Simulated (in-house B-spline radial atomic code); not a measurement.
Values are calculated unless marked as measured or tabulated.
Making a Troullier-Martins p channel for O, r_c = 1.54 bohr

O, [He] 2s2 2p4, non-relativistic PBE, spherical and spin-unpolarised, from an all-electron radial atomic-structure program (B-spline basis) (atomic units). The all-electron 2p level is ε = -0.332128 hartree and its outer maximum at 0.81 bohr.

Inside r_c the pseudo-orbital is u(r) = r^2 exp(p(r)), with p = c0 + c2 r² + c4 r⁴ + … + c12 r¹². The seven coefficients follow from p and its first four derivatives at r_c, from zero curvature of the screened potential at the origin, c4 = −c2²/(2l + 5), and from the norm inside r_c. At r_c the all-electron orbital has P = 0.6298216, P' = -0.3951648, the screened potential V = -0.7102785, V' = 1.079405, V'' = -2.268398, and the norm inside is Q = 0.7224489.

(1) What are p, p' and p'' at r_c?

For a trial c2 the five matching conditions are linear in c0, c6, c8, c10 and c12, and c2 is varied until the norm inside r_c equals Q. The root nearest zero gives:

```tsv
n	c_n
0	1.428248
2	-1.681879
4	-0.4041024
6	0.8354104
8	-0.4195549
10	0.09474072
12	-0.008269942
```

(2) Check c4 and p(r_c), and find the screened pseudopotential at the origin.

Orbitals and screened potentials:

| r (bohr) | P | u | V all-electron | V pseudo |
| --- | --- | --- | --- | --- |
| 0.154 | 0.2015 | 0.09504 | -38.24 | -8.726 |
| 0.385 | 0.5978 | 0.4788 | -10.45 | -8.232 |
| 0.616 | 0.8017 | 0.8192 | -4.866 | -6.308 |
| 0.847 | 0.8455 | 0.901 | -2.669 | -3.394 |
| 1.078 | 0.8017 | 0.8225 | -1.602 | -1.301 |
| 1.309 | 0.7209 | 0.7223 | -1.035 | -0.7935 |
| 1.54 | 0.6298 | 0.6298 | -0.7103 | -0.7103 |

Logarithmic derivatives P'/P at R = 1.84 bohr, for energies E around ε:

```json
{"E − ε (hartree)": "-0.5", "all-electron": "0.772351", "pseudo": "0.782068"}
{"E − ε (hartree)": "-0.25", "all-electron": "0.282658", "pseudo": "0.288079"}
{"E − ε (hartree)": "-0.1", "all-electron": "-0.1969", "pseudo": "-0.195277"}
{"E − ε (hartree)": "0", "all-electron": "-0.695178", "pseudo": "-0.695179"}
{"E − ε (hartree)": "0.1", "all-electron": "-1.51586", "pseudo": "-1.51052"}
{"E − ε (hartree)": "0.25", "all-electron": "-5.01964", "pseudo": "-4.85161"}
{"E − ε (hartree)": "0.5", "all-electron": "7.56204", "pseudo": "8.50309"}
```

(3) With P(R) = 0.5159306 and a norm of 0.820911 inside R, what slope in energy does norm conservation fix?

## Answers

(1) p = ln(P/r_c^2) = ln(0.6298216/2.3716) = -1.32588. p' = P'/P − 2/r_c = -0.62742 − 1.29870 = -1.92612. The radial equation gives p'' = 2(V − ε) − 2(2) p'/r_c − p'² = -0.75630 − (-5.00292) − 3.70996 = 0.53666. Differentiating, p''' = 2V' + 2(2)p'/r_c² − 2(2)p''/r_c − 2p'p'' = -0.41641, and p'''' = 2V'' − 4(2)p'/r_c³ + 4(2)p''/r_c² − 2(2)p'''/r_c − 2p''² − 2p'p''' = 0.39398.

(2) −c2²/7 = -0.404102, as listed. The terms c_n r_c^n are 1.42825, -3.98874, -2.27287, 11.14357, -13.27256, 7.10794, -1.47147, which sum to -1.32588. Inverting the radial equation, V_l(r) = ε + 2 p'/r + (p'' + p'²)/2, so V_l(0) = ε + (2l + 3) c2 = -0.332128 + 5 × (-1.68188) = -8.7415 hartree, finite where the all-electron potential diverges.

(3) d(P'/P)/dE = −2 × (norm inside R)/P(R)² = -6.1680 per hartree·bohr at E = ε, for both atoms, since orbital and norm agree at R. Differences over ±0.1 hartree give -6.5948 (all-electron) and -6.5762 (pseudo), which also hold third-order terms. Half a hartree below ε the two curves differ by +0.0097.
